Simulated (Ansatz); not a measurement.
C₂H₄AlClSi (`C#C[SiH2][AlH][Cl]`). Charge 0, multiplicity 1. The structure was optimised at the PBE0-D4/def2-TZVP level. It is one conformer, not always the lowest.

```xyz
9

C    -0.590    1.758    1.889
C    -0.725    0.914    1.038
Si   -0.825   -0.364   -0.262
Al    1.432   -0.859   -1.079
Cl    1.574   -2.313   -2.592
H    -0.483    2.505    2.643
H    -1.695    0.138   -1.360
H    -1.467   -1.579    0.311
H     2.781   -0.201   -0.588
```

Q: What is the dipole moment at PBE/def2-TZVPP? (An estimate is asked.)

A: The calculation gave: 1.42 D, with components (-0.01, 0.99, 1.02) D in this frame, pointing from negative to positive charge.

Q: And with r2SCAN, B3LYP, ωB97M-V? (Estimate.)

A: Ansatz gave: r2SCAN 1.51 D, B3LYP 1.54 D, ωB97M-V 1.57 D.

Q: Give the Mulliken charges with PBE, ωB97M-V, r2SCAN in def2-TZVPP. (Estimate.)

A: Computed: 
| atom | PBE | ωB97M-V | r2SCAN |
| --- | --- | --- | --- |
| C1 | -0.02 | -0.03 | -0.08 |
| C2 | -0.30 | -0.37 | -0.33 |
| Si3 | 0.06 | 0.05 | 0.14 |
| Al4 | 0.46 | 0.46 | 0.57 |
| Cl5 | -0.23 | -0.23 | -0.26 |
| H6 | 0.21 | 0.23 | 0.22 |
| H7 | -0.04 | -0.01 | -0.06 |
| H8 | -0.04 | -0.01 | -0.06 |
| H9 | -0.10 | -0.09 | -0.14 |

B3LYP here is the variant with VWN-RPA as its local correlation; programs differ in this.
